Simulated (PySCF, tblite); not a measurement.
Isomers of C3H11FN2Si2, one GFN2-xTB conformer each. Single-point energies are computed at PBE0/pcSseg-1 (PySCF, gas phase, no added dispersion term), electronic only.

| SMILES | GFN2-xTB relative energy (kJ/mol) |
| --- | --- |
| NC/C=C\N([SiH3])[SiH2]F | 0.0 |
| N[Si@@H](N[SiH3])C1(F)CC1 | 128.6 |

Conformers: `[NH2:1][CH2:2]/[CH:3]=[CH:4]\[N:5]([SiH3:6])[SiH2:7][F:8]` with H–N1–C2–C3 -179° and -58°, N1–C2–C3–C4 -23°, C3–C4–N5–Si6 -23°, C4–N5–Si7–F8 -24°; `[NH2:1][Si@@H:2]([NH:3][SiH3:4])[C:5]1([F:6])[CH2:7][CH2:8]1` with H–N1–Si2–N3 -163° and 58°, N1–Si2–N3–Si4 -52°, N1–Si2–C5–F6 62°.

Question: What does PBE0/pcSseg-1 give for the same structures?

Answer: 
```csv
SMILES,PBE0/pcSseg-1 E (Eh),PBE0/pcSseg-1 (kJ/mol),GFN2-xTB (kJ/mol),point group
NC/C=C\N([SiH3])[SiH2]F,-908.66270,0.0,0.0,C1
N[Si@@H](N[SiH3])C1(F)CC1,-908.63730,66.7,128.6,C1
```

Both levels put the same isomer lowest. As drawn, the lower has an Si–F bond and a C=C bond outside aromatic rings, which the higher lacks; the higher has a three-membered ring and an Si–C bond, which the lower lacks.

Question: Which frontier levels, dipoles and rotational constants go with these structures?

Answer: 
```csv
SMILES,"HOMO (eV, PBE0/pcSseg-1)",LUMO (eV),dipole (D),"A, B, C (MHz)"
NC/C=C\N([SiH3])[SiH2]F,-6.08,0.48,3.51,"2350, 970.4, 760.8"
N[Si@@H](N[SiH3])C1(F)CC1,-7.38,0.23,1.28,"2571, 802.3, 681.6"
```

Question: What happens when harmonic zero-point energies from GFN2-xTB frequencies are added?

Answer: 
```csv
SMILES,ZPE (kJ/mol),electronic (kJ/mol),with ZPE (kJ/mol)
NC/C=C\N([SiH3])[SiH2]F,361.9,0.0,0.0
N[Si@@H](N[SiH3])C1(F)CC1,357.2,66.7,62.0
```

The zero-point energies span 4.7 kJ/mol. The order is unchanged.
